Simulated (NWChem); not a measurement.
System meant: hydrogen telluride (H$_{2}$Te); SMILES [TeH2]

Input file for NWChem:

```
start job
memory heap 200 mb stack 900 mb global 1100 mb
geometry units angstroms noautoz
  Te     0.000000     0.000000     0.037872
  H      0.000000    -1.178491    -1.135270
  H      0.000000     1.178491    -1.135270
end
basis spherical
  Te library def2-svp
  H library def2-svp
end
dft
  xc pbe0
  iterations 150
  mulliken
end
task dft energy
```

End of the output:

```
             Grid Information
             ----------------
          Grid used for XC integration:  medium
          Radial quadrature: Mura-Knowles
          Angular quadrature: Lebedev.
          Tag              B.-S. Rad. Rad. Pts. Rad. Cut. Ang. Pts.
          ---              ---------- --------- --------- ---------
          Te                  1.40      123           7.0       590
          H                   0.35       45           8.0       434
          Grid pruning is: on
          Number of quadrature shells:   168
          Spatial weights used:  Erf1

          Convergence Information
          -----------------------
          Convergence aids based upon iterative change in
          total energy or number of iterations.
          Levelshifting, if invoked, occurs when the
          HOMO/LUMO gap drops below (HL_TOL):  1.00D-02
          DIIS, if invoked, will attempt to extrapolate
          using up to (NFOCK): 10 stored Fock matrices.

                    Damping( 0%)  Levelshifting(0.5)       DIIS
                  --------------- ------------------- ---------------
          dE  on:    start            ASAP                start
          dE off:    2 iters        150 iters           150 iters

      Screening Tolerance Information
      -------------------------------
          Density screening/tol_rho:  1.00D-10
          AO Gaussian exp screening on grid/accAOfunc:  14
          CD Gaussian exp screening on grid/accCDfunc:  20
          XC Gaussian exp screening on grid/accXCfunc:  20
          Schwarz screening/accCoul:  1.00D-08

      Superposition of Atomic Density Guess
      -------------------------------------

      charge =      52.0 Te (Tellurium)

      symmetry species            s     p     d     f
      number of basis functions =10     7     6
      number of cont. functions = 4     4     2
      number of closed shells   = 5     3     2
      number of open shells     = 0     1     0
      open shell occupation     = 0     4     0
 ------------------------------------------------------------------------
 atomscf:atomd: error in atom scf                   0
 ------------------------------------------------------------------------
 ------------------------------------------------------------------------
  current input line :
    17: task dft energy
 ------------------------------------------------------------------------
 ------------------------------------------------------------------------
 This error has not yet been assigned to a category
 ------------------------------------------------------------------------
 For more information see the NWChem manual at https://nwchemgit.github.io

0:atomscf:atomd: error in atom scf:Received an Error in Communication
```

### Question
What is wrong, and how is it mended?

### Answer
The run crashed. Cause: the def2 basis of a heavy element holds valence functions alone and wants its effective core potential (without it all electrons must fit into that basis). This input runs:
```
start job
memory heap 200 mb stack 900 mb global 1100 mb
geometry units angstroms noautoz
  Te     0.000000     0.000000     0.037872
  H      0.000000    -1.178491    -1.135270
  H      0.000000     1.178491    -1.135270
end
basis spherical
  Te library def2-svp
  H library def2-svp
end
ecp
  Te library def2-ecp
end
dft
  xc pbe0
  iterations 150
  mulliken
end
task dft energy
```
It converges to -269.20581 Ha (PBE0/def2-SVP with def2 effective core potentials on Te).
